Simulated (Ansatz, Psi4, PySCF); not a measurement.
CH₇BOSi, singlet, geometry from GFN2-xTB, atoms displaced at random by about 0.03 Å a coordinate. Base run: PySCF with HF/6-31G, gradient.

The PySCF input:
```python
from pyscf import gto, scf

mol = gto.Mole()
mol.atom = '''
    B    -0.526033    0.596568   -0.548596
    H    -1.301254    1.331813   -1.110081
    O    -0.311747   -0.447321   -1.330787
    C     0.534841   -1.574657   -1.056040
    H     0.913202   -1.467255   -0.010100
    H    -0.083090   -2.434943   -1.167879
    H     1.335374   -1.581266   -1.757738
    Si   -0.016117    0.726553    1.379960
    H    -0.453974    2.062808    1.951558
    H     1.497155    0.875609    1.446426
    H    -0.312889   -0.324927    2.178603
'''
mol.basis = '6-31g'
mol.charge = 0
mol.spin = 0
mol.verbose = 4
mol.build()

mf = scf.RHF(mol)
mf.kernel()
g = mf.nuc_grad_method()
grad = g.kernel()
```

Programs used: Ansatz (a program for electronic structure), Psi4, PySCF; a row that names a program was run with it.

The coordinate followed is x of atom 10.

The base run was repeated with changes; each row names its change, and settings that it needs were set with it.

```
change                                                  dE/dx (Eh/bohr)  net force (Eh/bohr)
------------------------------------------------------  ---------------  -------------------
base                                                           0.003120             0.000000
conv_tol = 1e-11                                               0.003120             0.000000
density fitting = on; auxbasis_response = off                  0.003099             0.001095
finite difference step (bohr) = 1e-4; conv_tol = 1e-11         0.003120                    -
finite difference step (bohr) = 0.05; conv_tol = 1e-11         0.002963                    -
finite difference step (bohr) = 0.2; conv_tol = 1e-11          0.000588                    -
finite difference step (bohr) = 0.01; conv_tol = 1e-11         0.003114                    -
conv_tol = 1e-4                                                0.003105             0.000000
density fitting = on                                           0.003106             0.000000
finite difference step (bohr) = 1e-3; conv_tol = 1e-11         0.003120                    -
code = psi4                                                    0.003118             0.000000
code = ansatz                                                  0.003120             0.000000
```

The net force is zero for an exact gradient.
